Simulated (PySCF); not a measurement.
H₉Si₄ (SMILES [SiH3][SiH][SiH2][SiH3]), doublet, at a GFN2-xTB geometry. Base run: DF-B3LYP/def2-SV(P) (PySCF).

Input for PySCF:
```python
from pyscf import gto, scf, dft

mol = gto.Mole()
mol.atom = '''
    Si    2.10288089    1.55719553   -0.11006786
    Si    1.30728363   -0.58975912   -0.25081520
    Si   -0.80060273   -1.31732844    0.33452500
    Si   -2.50338092    0.19889281   -0.03058452
    H     3.29785080    1.73855812   -0.94212433
    H     2.47307820    2.06553323    1.21946439
    H     1.07494532    2.47420315   -0.61499304
    H     2.34335668   -1.53978860    0.21473441
    H    -1.07562296   -2.54906831   -0.43306047
    H    -0.89654999   -1.79639903    1.73096861
    H    -3.82095604   -0.25713727    0.41463498
    H    -2.24713462    1.46425884    0.66136842
    H    -2.63549988    0.51382883   -1.45379673
'''
mol.basis = 'def2-sv(p)'
mol.spin = 1
mol.verbose = 4
mol.build()

mf = dft.UKS(mol)
mf.xc = 'b3lyp'
mf = mf.density_fit(auxbasis='def2-universal-jkfit')
mf.kernel()
```

Variants of this job, named by their change:

```tsv
change	basis functions	E (Eh)	HOMO (eV)	dipole (D)	core-seconds (rough)
base	90	-1163.02125	-5.91	0.23	10
basis = STO-3G	45	-1149.94130	-2.48	0.37	9
basis = LANL2DZ	50	-20.87038	-5.93	0.19	7
basis = 6-31G	70	-1163.23007	-5.75	0.22	10
basis = 6-31G*	90	-1163.32917	-5.80	0.23	10
basis = 6-31+G*	106	-1163.33398	-5.89	0.22	20
basis = pc-1	117	-1163.41557	-5.95	0.19	20
basis = pcseg-1	117	-1163.36787	-5.87	0.20	20
basis = 6-311++G**	183	-1163.44112	-5.91	0.21	30
basis = aug-pcseg-1	189	-1163.37121	-5.90	0.22	40
basis = aug-cc-pVDZ	189	-1163.39898	-5.89	0.21	30
basis = 6-311+G(2d,p)	194	-1163.44964	-5.91	0.24	30
basis = def2-TZVPD	253	-1163.44991	-5.92	0.24	40
```

Totals compare only among sets that treat the same electrons; sets with core potentials leave the core out.

Open shells are given as the SCF converged; they aren't shown to be the lowest states, and a large step between rows can be another state.
